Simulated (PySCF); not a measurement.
# A small calculation by hand: oscillator strength and radiative lifetime

Ga(H)2(OH) (GaH3O), SMILES [OH][GaH2].

Coordinates come from a PBE-D3(BJ)/def2-TZVP optimisation.

TDDFT-PBE0/def2-TZVPD (PySCF) puts the first singlet state with f over 0.02 at 7.21 eV (vertical), with the transition dipole (0.000, 0.000, 0.556) in atomic units.

Q: Find the oscillator strength, the wavelength and the radiative lifetime that this transition would have in vacuum if emission retraced absorption.

A: 
|μ|² = 0.3091 au, so |μ| = 1.41 D. ΔE = 7.21/27.211 = 0.2650 hartree. f = (2/3) ΔE |μ|² = 0.055 (the program prints 0.055).
λ = 1239.84/7.21 = 172 nm; ν = 58153 cm⁻¹.
Einstein's coefficient A = 0.6670 ν² f s⁻¹ (ν in cm⁻¹) = 1.2e8 s⁻¹, so τ = 1/A = 8.1 ns. This state is S4; the lower singlets have f = 0.001, 0.020, 0.011. The figure is the radiative limit of this one transition; relaxation, internal conversion, crossing to triplets and a medium change what is measured.
